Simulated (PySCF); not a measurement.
Computed structure and properties of [Bi(BH4)2]+

System: [Bi(BH4)2]+ (singlet); start: template (C2). Method: PySCF 2.14.0, RKS PBE, Bi def2-SVP with ECP60, B def2-SVP, H def2-SVP; non-relativistic Hamiltonian with scalar-relativistic core potentials where named; density fitting; no spin-orbit coupling.

Input of the relaxation:

```python
mol = gto.M(atom='''
Bi    -0.00000     0.00000    -0.11934
B      2.12220     0.00000     0.83036
H      3.21750     0.00000     1.32056
H      1.40210    -0.83350     1.42126
H      2.20760    -0.30510    -0.37874
H      1.61790     1.13860     0.93896
B     -2.12220     0.00000     0.83036
H     -3.21750     0.00000     1.32056
H     -1.40210     0.83350     1.42126
H     -2.20760     0.30510    -0.37874
H     -1.61790    -1.13860     0.93896''',
    basis={'Bi': 'def2-SVP', 'B': 'def2-SVP', 'H': 'def2-SVP'},
    ecp={'Bi': 'def2-SVP'},
    charge=1, spin=0)
mf = dft.RKS(mol, xc='PBE')
mf.grids.atom_grid = (50, 194)
mf = mf.density_fit()  # fitting sets: Bi def2-universal-JKFIT, B def2-universal-JKFIT, H def2-universal-JKFIT
mf.conv_tol = 1e-08; mf.max_cycle = 55
mf.kernel(dm0)  # dm0: converged density of the start geometry
# quasi-Newton relaxation in Cartesian coordinates to a largest gradient under 0.00045 Eh/bohr, steps kept in the point group
```

Run from Python with OMP_NUM_THREADS=2; the lines above give its settings. Where DIIS fails, smearing, a level shift and second-order steps follow.
It took 57 s on 2 threads of Arm Neoverse V2 (shared host), from the converged density of the start.

Course of the relaxation:

| step | energy above end (eV) | largest force component within the symmetry (eV/Å) |
| --- | --- | --- |
| 0 | 0.5456 | 0.745 |
| 1 | 0.3883 | 0.500 |
| 2 | 0.2663 | 0.486 |
| 3 | 0.2198 | 0.506 |
| 4 | 0.1483 | 0.343 |
| 5 | 0.0893 | 0.213 |
| 6 | 0.0541 | 0.232 |
| 7 | 0.0357 | 0.283 |
| 17 | 0.0012 | 0.014 |
| 18 | 0.0009 | 0.027 |
| 19 | 0.0006 | 0.029 |
| 20 | 0.0003 | 0.021 |
| 21 | 0.0001 | 0.017 |
| 22 | 0.0000 | 0.012 |
(The steps between are left out.)

Relaxed geometry (C2, nearly C2v):

```xyz
11

Bi    0.0000    0.0000   -0.4781
B     2.0398   -0.0703    0.8116
H     2.4059   -0.0729    1.9741
H     1.2103   -1.0820    0.8718
H     2.7886   -0.1491   -0.1437
H     1.3472    1.0371    0.7980
B    -2.0398    0.0703    0.8116
H    -2.4059    0.0729    1.9741
H    -1.2103    1.0820    0.8718
H    -2.7886    0.1491   -0.1437
H    -1.3472   -1.0371    0.7980
```

```tsv
contact	Å
Bi1–H4 (BH4)	2.111
Bi1–H9 (BH4)	2.111
```

On the finer grid (75, 302):

| Item | Value |
| --- | --- |
| HOMO | -12.90 eV |
| LUMO | -9.60 eV |
| Dipole about the centre of mass | 0.09 D |
| Set of Mulliken populations of Bi1 outside the core potential | s 3.97, p 7.99, d 10.20 |
| D3(BJ) dispersion energy (not in the energies) | -0.223 eV |

```json
{"atom": "Bi1", "Mulliken (e)": "0.84", "Löwdin (e)": "1.14", "spin (e)": "0.00"}
{"atom": "B2", "Mulliken (e)": "-0.35", "Löwdin (e)": "-0.36", "spin (e)": "0.00"}
{"atom": "H3", "Mulliken (e)": "0.16", "Löwdin (e)": "0.07", "spin (e)": "0.00"}
{"atom": "H4", "Mulliken (e)": "0.07", "Löwdin (e)": "0.09", "spin (e)": "0.00"}
{"atom": "H5", "Mulliken (e)": "0.13", "Löwdin (e)": "0.03", "spin (e)": "0.00"}
{"atom": "H6", "Mulliken (e)": "0.07", "Löwdin (e)": "0.09", "spin (e)": "0.00"}
{"atom": "B7", "Mulliken (e)": "-0.35", "Löwdin (e)": "-0.36", "spin (e)": "0.00"}
{"atom": "H8", "Mulliken (e)": "0.16", "Löwdin (e)": "0.07", "spin (e)": "0.00"}
{"atom": "H9", "Mulliken (e)": "0.07", "Löwdin (e)": "0.09", "spin (e)": "0.00"}
{"atom": "H10", "Mulliken (e)": "0.13", "Löwdin (e)": "0.03", "spin (e)": "0.00"}
{"atom": "H11", "Mulliken (e)": "0.07", "Löwdin (e)": "0.09", "spin (e)": "0.00"}
```

On the grid (50, 194), as all that follows. Harmonic modes: a minimum; lowest 74 cm⁻¹ (negative: unstable), highest 2609 cm⁻¹, zero-point energy 1.942 eV.

Taking off one BH4 (charge -1, singlet; the rest: singlet) in vacuum, both parts rigid, costs 14.61 eV; the small basis without counterpoise inflates it. Most of it is the attraction of opposite charges; other ways to part are cheaper, and one spin state was tried for the rest.

Rigid scan of BH4 along the line from its metal:

distance to B2 (Å), energy (eV) and a bar:
```
     2.11      0.833 ########
     2.21      0.327 ###
     2.31      0.072 #
     2.41      0.000 
     2.51      0.057 #
     2.61      0.203 ##
     2.81      0.651 ######
     3.11      1.445 ##############
     3.51      2.382 ######################
     4.01      3.177 ##############################
```

One start shape was tried, so this needn't be the lowest isomer.
